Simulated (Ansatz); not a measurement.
The cluster Al6Cu⁻, relaxed as a singlet with RKS PBE-D4/def2-SVPD in Ansatz, starting from the GFN1-xTB geometry. Force threshold 0.02 eV/Å.

The restricted singlet is unstable towards broken spin symmetry in Hartree–Fock (as tested in another run); at PBE-D4/def2-SVPD this wasn't settled. Another isomer (singlet) lies 1.42 eV lower at PBE0-D4/def2-TZVPD; other spin states weren't run for this one.

Start:

Cartesian coordinates in Å:
```
Cu 1.790 0.545 -0.056
Al -1.181 -0.601 -1.335
Al -0.667 2.366 1.297
Al -0.222 1.736 -1.324
Al 0.663 -2.375 -1.295
Al 0.853 -1.545 1.290
Al -1.236 -0.125 1.423
```

```json
{"step": "1", "energy (eV)": "-84177.1279", "largest force component (eV/Å)": "1.705", "SCF passes": "72"}
{"step": "2", "energy (eV)": "-84177.5255", "largest force component (eV/Å)": "1.215", "SCF passes": "36"}
{"step": "3", "energy (eV)": "-84177.7392", "largest force component (eV/Å)": "0.468", "SCF passes": "36"}
{"step": "4", "energy (eV)": "-84177.8240", "largest force component (eV/Å)": "0.111", "SCF passes": "30"}
{"step": "5", "energy (eV)": "-84177.8374", "largest force component (eV/Å)": "0.068", "SCF passes": "30"}
{"step": "6", "energy (eV)": "-84177.8425", "largest force component (eV/Å)": "0.103", "SCF passes": "31"}
{"step": "7", "energy (eV)": "-84177.8494", "largest force component (eV/Å)": "0.072", "SCF passes": "32"}
{"step": "8", "energy (eV)": "-84177.8851", "largest force component (eV/Å)": "0.168", "SCF passes": "36"}
{"step": "9 (rejected)", "energy (eV)": "-84177.8467", "largest force component (eV/Å)": "0.678", "SCF passes": "36"}
{"step": "10", "energy (eV)": "-84177.9207", "largest force component (eV/Å)": "0.102", "SCF passes": "31"}
{"step": "11", "energy (eV)": "-84177.9533", "largest force component (eV/Å)": "0.079", "SCF passes": "31"}
{"step": "13", "energy (eV)": "-84178.0177", "largest force component (eV/Å)": "0.315", "SCF passes": "33"}
{"step": "15", "energy (eV)": "-84178.1272", "largest force component (eV/Å)": "0.229", "SCF passes": "33"}
{"step": "17", "energy (eV)": "-84178.1489", "largest force component (eV/Å)": "0.078", "SCF passes": "30"}
{"step": "19", "energy (eV)": "-84178.1591", "largest force component (eV/Å)": "0.155", "SCF passes": "33"}
{"step": "21", "energy (eV)": "-84178.1739", "largest force component (eV/Å)": "0.084", "SCF passes": "31"}
{"step": "23", "energy (eV)": "-84178.1955", "largest force component (eV/Å)": "0.264", "SCF passes": "33"}
{"step": "25 (rejected)", "energy (eV)": "-84178.1958", "largest force component (eV/Å)": "0.431", "SCF passes": "32"}
{"step": "27", "energy (eV)": "-84178.2368", "largest force component (eV/Å)": "0.110", "SCF passes": "30"}
{"step": "29", "energy (eV)": "-84178.3988", "largest force component (eV/Å)": "0.221", "SCF passes": "32"}
{"step": "31", "energy (eV)": "-84178.4579", "largest force component (eV/Å)": "0.130", "SCF passes": "31"}
{"step": "33", "energy (eV)": "-84178.4641", "largest force component (eV/Å)": "0.015", "SCF passes": "27"}
```

Force components are those of the run's own axes.

End:

```xyz
7

Cu    1.360    0.484   -0.601
Al   -0.470   -0.980   -2.160
Al    0.212    1.767    1.192
Al   -0.948    1.320   -1.088
Al    1.440   -2.030   -0.851
Al   -0.305   -0.944    0.752
Al   -1.290    0.383    2.756
```

Bonds lost: Al2–Al7 (atoms count from 1). Bonds formed: Cu1–Al2, Cu1–Al3, Cu1–Al5, Al3–Al6 (atoms count from 1).

No frequencies were taken in this run, so the end may be a saddle point.

It took 2.8 min on 4 threads of Arm Neoverse N1 on a shared host.
